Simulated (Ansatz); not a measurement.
```yaml
crystal:
  periodic: [false, false, false]
  atoms:
    - {symbol: Si, position_ang: [0.487016, -1.350002, 0.918390]}
    - {symbol: O, position_ang: [0.711213, 0.090770, 0.053453]}
    - {symbol: In, position_ang: [-0.861619, 1.429489, -0.900752]}
    - {symbol: Cl, position_ang: [-2.338193, -0.281516, -1.421298]}
    - {symbol: Cl, position_ang: [0.679801, 2.121428, -2.497897]}
    - {symbol: Cl, position_ang: [-1.417527, 2.853860, 0.828919]}
    - {symbol: H, position_ang: [1.657389, -1.510770, 1.811751]}
    - {symbol: H, position_ang: [0.393556, -2.484437, -0.025629]}
    - {symbol: H, position_ang: [-0.764829, -1.131964, 1.665557]}
    - {symbol: H, position_ang: [1.536392, 0.211840, -0.429594]}
basis:
  gaussian: {orbitals: STO-3G}
magnetization: {spin_polarized: true, initial_magnetization: 1}
hamiltonian: {xc: {name: RPBE}}
accuracy: high
output: {forces: true}
```

```sh
$ ansatz run in.yaml --threads 4 --pin off --events-out ev --progress --plain --max-ram 11315MiB
```

Task: How does Ansatz answer? (Best estimate.)

Result: The calculation gave: The program refused the input.
```
Error: a molecule whose nuclei and cores have a total charge of 126 cannot have a net charge of 0 together with 1 unpaired electrons
```
